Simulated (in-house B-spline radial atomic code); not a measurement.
How numerical settings move a run on the selenium ion Se²⁺, [Ar] 3d10 4s2 4p2. Computed with a B-spline radial code for spherical atoms: non-relativistic PBE0, spherical fractional occupations, point nucleus.

Command:
```bash
python run_scf.py task.json out
```
Settings of the sound reference run:
```
Z                34
electrons        32
configuration    [Ar] 3d10 4s2 4p2
hamiltonian      nr
method           pbe0
spin_polarised   False
knot_spacing     0.22
spline_order     8
gauss_points     12
box_radius       22.22
max_iterations   70
damping          0.5
damped_steps     3
diis_vectors     10
tolerance        1e-08
start            Thomas-Fermi
```

Time taken, with all properties: 0.13 s on 1 thread of AMD EPYC 9R45 96-Core Processor, with other jobs on the host.

It converges in 9 iterations to -2400.010902 hartree, with 4p at -25.1186 eV. The other runs change the listed settings, some to values that make no sense; their results aren't properties of the atom or ion. Radii are in bohr (the nuclear one in fm), a minus after a letter asks for a j subshell, and «unchanged» means within 1e-8 hartree. The run stops when the residual is below 10 × tolerance × max(1, Z/10), or a noise floor if that is larger, and the energy moves by less than 1e-8 × √|E| hartree; so very loose and very tight tolerances often act alike.

```tsv
changed settings	outcome
diis_vectors = 1	not converged after 70 iterations, last residual 6.2e-05, last energy +7.03e-08 hartree from the reference
knot_spacing = 0.3, box_radius = 44.44, max_iterations = 8, diis_vectors = 1	not converged after 8 iterations, last residual 3.9e-05, last energy +6.54e-06 hartree from the reference
diis_vectors = 2	converged in 10 iterations, energy unchanged, 4p level -1.4e-06 eV
spline_order = 6, gauss_points = 4, first_knot = 2.94e-05, max_iterations = 100	converged in 7 iterations, energy +1.20e-06 hartree from the reference, 4p level +1.8e-04 eV
electrons = 33, configuration = [Ar] 3d10 4s2 4p2 5s-1, max_iterations = 75	stopped with error: j subshells need the Dirac Hamiltonian and l > 0
diis_vectors = 4	converged in 9 iterations, energy unchanged, 4p level -3.8e-07 eV
gauss_points = 5	converged in 9 iterations, energy -1.01e-08 hartree from the reference
knot_spacing = 1.4, spline_order = 4, gauss_points = 4, max_iterations = 50, damping = 0	converged in 8 iterations, energy +1.37e+02 hartree from the reference, 4p level -1.4e+00 eV
hamiltonian = dirac, method = hf, nucleus = fermi, rms_radius = 4.14, mass_number = 80, atomic_mass = 79.91652, speed_of_light = 30.61384	converged in 10 iterations to -3375.6913 hartree, a different physical problem
gauss_points = 8, max_iterations = 100, damping = 0.95	converged in 10 iterations, energy unchanged, 4p level -3.8e-06 eV
start = bare nucleus	converged in 10 iterations, energy unchanged, 4p level -2.8e-06 eV
```

Q: What happens with diis_vectors = 0?

A: Converged in 17 iterations, energy unchanged, 4p level +4.9e-07 eV.

Q: What happens with gauss_points = 4?

A: Converged in 9 iterations, energy -3.84e-07 hartree from the reference.

Q: What happens with gauss_points = 6, box_radius = 44.44, max_iterations = 60, damping = 0.95, tolerance = 1e-05?

A: Converged in 8 iterations, energy unchanged, 4p level -2.1e-05 eV.

Q: What happens with diis_vectors = 20?

A: Converged in 9 iterations, energy unchanged.
